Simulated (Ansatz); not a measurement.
Stepwise reaction of `[SiH3][N]([SiH3])[Mg][N]([SiH3])[SiH3]` with hydrogen, as a gas-phase model of exchange steps in deposition or etching. ΔE in kJ/mol.

Computed with Ansatz on PBE0-D4/def2-TZVP structures; ΔE is electronic, products minus reactants. CCSD(T)/CBS is the MP2 limit (def2-TZVPP, def2-QZVPP) plus CCSD(T) − MP2 in def2-TZVPP, frozen cores. This one scheme is used for every species. Functionals use def2-TZVPP. B3LYP here is the variant with VWN-RPA as its local correlation; programs differ in this. For Mg outer-core shells are correlated without core-valence functions, which leaves a few kJ/mol of doubt a bond. One conformer a species, not always the lowest.

| step | reaction | PBE-D4 | B3LYP-D4 | ωB97M-V | CCSD(T)/CBS |
| --- | --- | --- | --- | --- | --- |
| 1 | `[SiH3][N]([SiH3])[Mg][N]([SiH3])[SiH3]` + H₂ → `[MgH][N]([SiH3])[SiH3]` + `[SiH3]N[SiH3]` | 70.4 | 66.9 | 65.5 | 87.9 |
| 2 | `[MgH][N]([SiH3])[SiH3]` + H₂ → `[MgH2]` + `[SiH3]N[SiH3]` | 76.9 | 74.9 | 73.5 | 88.7 |

By hand: ΔE of the 2 steps together at CCSD(T)/CBS.

(87.9) + (88.7) = 176.6 kJ/mol, or 88.3 kJ/mol a step.

In ΔE the steps differ by no more than 0.8 kJ/mol. All are uphill at CCSD(T)/CBS. PBE-D4 differs from CCSD(T)/CBS by -17.5 to -11.8 kJ/mol a step. Isolated molecules leave out the surface, adducts and barriers. Largest T1 diagnostic: 0.011.
